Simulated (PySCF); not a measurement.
The same groups moved round the core (thiophene mercapto+boryl). All species are isolated molecules in the gas phase. One relaxed conformer stands for each flexible species; it need not be the lowest. Strings in code marks are SMILES.

The S1 excitation (TDA) from two functionals at the same geometries (PBE0-D4/def2-SVP), both in PySCF: PBE-D3(BJ)/def2-TZVP and PBE0-D4/def2-TZVP. Excitations are Tamm–Dancoff values on a coarser integration grid. The basis has no diffuse functions, so Rydberg states are missing or too high.

| species | PBE0-D4/def2-TZVP (eV) |
|---|---|
| `Bc1ccc(S)s1` | 4.30 |
| `Bc1ccsc1S` | 3.72 |
| `Bc1csc(S)c1` | 4.35 |
| `c1(c(S)ccs1)B` | 3.87 |

**Question.** What does PBE-D3(BJ)/def2-TZVP give for each?

**Answer.** 
- `Bc1ccc(S)s1`: 3.93
- `Bc1ccsc1S`: 3.23
- `Bc1csc(S)c1`: 3.31
- `c1(c(S)ccs1)B`: 3.37
Over these rows, drawn at random from the members with no instability flagged (it was tested for open shells, ions and some series alone), PBE minus PBE0-D4: mean -0.60 eV, from -1.04 eV to -0.37 eV.
